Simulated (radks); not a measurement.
Values are calculated unless marked as measured or tabulated.
Q: All-electron atom: Rh3+ in [Kr] 4d5 6f1 (not the ground configuration). Code: a radial shooting solver on a logarithmic mesh with Libxc functionals. Model: Dirac Kohn-Sham, PBE, spin-unpolarised, spherical densities, point nucleus; open shells fill j = l - 1/2 first.

Spin-orbit splittings of the eigenvalues, e(l+1/2) - e(l-1/2), with zeta = 2 splitting/(2l+1) and mean radii in bohr:

| shell | occ. | splitting (eV) | zeta (eV) | <r> j=l-1/2 | <r> j=l+1/2 |
|---|---|---|---|---|---|
| 2p | 6 | 144.6 | 96.41 | 0.1203 | 0.1252 |
| 3p | 6 | 24.90 | 16.60 | 0.3829 | 0.3936 |
| 3d | 10 | ? | ? | 0.3681 | 0.3716 |
| 4p | 6 | 4.105 | 2.737 | 1.034 | 1.062 |
| 4d | 5 | 0.5345 | 0.2138 | 1.305 | 1.316 |
| 6f | 1 | 0.002002 | 0.0005720 | 10.00 | 10.00 |

Estimate the 3d splitting.

A: 4.913 eV (zeta = 1.965 eV).
